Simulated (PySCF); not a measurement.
C6H8NO (doublet state).
Cartesian coordinates in Å at the GFN2-xTB level; atoms count from 1:
```
atom  x, y, z in Å
N1     2.4680   -1.8402    0.3761
C2     2.1902   -0.7432    0.2139
C3     1.8291    0.6320   -0.0115
C4     0.4906    0.7292   -0.7757
C5    -0.6294    0.1839    0.0130
C6    -2.0920    0.4452    0.0134
O7    -2.3247   -0.8422    0.5907
C8    -0.9286   -1.1624    0.5682
H9     1.7473    1.1354    0.9555
H10    2.6258    1.1079   -0.5901
H11    0.6073    0.1897   -1.7290
H12    0.2865    1.7769   -1.0110
H13   -2.5711    0.5531   -0.9717
H14   -2.4550    1.2549    0.6608
H15   -0.5453   -1.3908    1.5709
H16   -0.7063   -2.0204   -0.0825
```

The hyperfine couplings belong to this conformer and change with its torsions.

The species is `N#CCC[C]1COC1` [radical].

Level of theory: PySCF, UKS B3LYP, pcH-1 on C H N O, non-relativistic, mean-field spin-orbit, GIAO. One conformer (not necessarily the lowest) at the GFN2-xTB geometry, without solvent, vibrations or thermal averaging. A GFN2-xTB geometry isn't a minimum of the functional, and hyperfine couplings can be far from their values at a DFT geometry. Stability of the SCF solution: not tested.

(1) Match the computed a_iso(13C) values +125.8, +42.5, -31.8, -26.5, -1.6 MHz (means over equivalent nuclei) with the sites C2; C3; C4; C5; C6/C8.

(2) Match the computed a_iso(1H) values +101.8, +67.3, -0.4 MHz (means over equivalent nuclei) with the sites H9/H10; H11/H12; H13/H14/H15/H16.

Results:

(1) 
| site | a_iso (MHz) | ρ(0) (bohr⁻³) | position | distance from C5 (Å) | spin population | largest \|T\| (MHz) |
| --- | --- | --- | --- | --- | --- | --- |
| C2 | -1.6 | -0.0014 | 3 bonds from C5 | 2.97 | 0.00 | 1.1 |
| C3 | +42.5 | +0.0378 | 2 bonds from C5 | 2.50 | +0.02 | 5.1 |
| C4 | -26.5 | -0.0236 | 1 bond from C5 | 1.47 | -0.07 | 3.3 |
| C5 | +125.8 | +0.1119 | largest spin population | 0.00 | +0.95 | 157.7 |
| C6/C8 | -31.8 | -0.0283 | 1 bond from C5 | 1.49 | -0.08 | 2.8 |

(2) 
```
           site  a_iso (MHz)  ρ(0) (bohr⁻³)            position  distance from C5 (Å)  bound to  spin population there  largest |T| (MHz)
         H9/H10         -0.4        -0.0001  γ, 3 bonds from C5                  3.08        C3                  +0.02                5.6
        H11/H12        +67.3        +0.0151  β, 2 bonds from C5                  2.12        C4                  -0.07                8.7
H13/H14/H15/H16       +101.8        +0.0228  β, 2 bonds from C5                  2.21     C6/C8                  -0.08                8.0
```

ρ(0) is the spin density at the nucleus and T the dipolar tensor; entries for several nuclei are means. The Mulliken spin populations are largest on C5 (+0.95), C6 (-0.08), C8 (-0.08) and C4 (-0.07). C5 is the only atom above +0.15. The positive populations add up to 1.23 and the negative ones to -0.23, together 2S = 1. The angles at C5 add up to 354.3°, so it is nearly planar.

β density exceeds α density at some nuclei, such as C6/C8 (-0.0283), C4 (-0.0236) and O7 (-0.0042), spin density in bohr⁻³. In a single determinant that takes different orbitals for the two spins, that is spin polarisation.

Class means assume fast exchange of nuclei equivalent by connectivity; if that motion is slow, each nucleus keeps its own coupling. The 1H value of +67.3 MHz is a mean of couplings from 13.3 to 121.4 MHz in this one geometry, not an average over conformers.

Time: 70 s wall (grids of density and orbitals included); peak memory 0.96 GiB. Hardware: one thread, Arm Neoverse V1 (aarch64), shared host.
